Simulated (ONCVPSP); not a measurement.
# Building the ONCV potential for V (PBEsol, scalar-relativistic).

ONCVPSP 4.0.1 input, shortened (lines: element, Z, core and valence counts, functional; n l f; lmax; l rc ep ncon nbas qcut; lloc lpopt rc5 dvloc0; l nproj debl; icmod fcfact rcfact), PBEsol, scalar-relativistic:

```
  V 23.00    5    2  -116133      upf
    1    0    2.00
    2    0    2.00
    2    1    6.00
    3    0    2.00
    3    1    6.00
    3    2    3.00
    4    0    1.75
    2
    0    2.05    0.00    5    9    2.60
    1    2.20    0.39    3    8    3.50
    2    2.05    0.00    4    8    9.10
    0    5    2.05    0.00
    0    0    1.10
    1    2    2.40
    2    1    3.60
    2    0.35    0.70
```

All-electron outer shells of the reference configuration (PBEsol, scalar-relativistic, ld1.x):

```json
{"shell": "3p", "level (eV)": "-45.71", "outermost node (bohr)": "0.35", "outermost maximum (bohr)": "0.84"}
{"shell": "3d", "level (eV)": "-6.93", "outermost node (bohr)": "–", "outermost maximum (bohr)": "0.90"}
{"shell": "4s", "level (eV)": "-6.19", "outermost node (bohr)": "1.17", "outermost maximum (bohr)": "2.72"}
```

(1) Does this generation succeed?

## Answers

(1) No. ONCVPSP 4.0.1 stopped with "optimize: ERROR ps0norm > uunorm, code will stop": the continuity conditions at rc already need more norm inside rc than the all-electron wave has, so norm conservation cannot be met. It happened in the s channel.
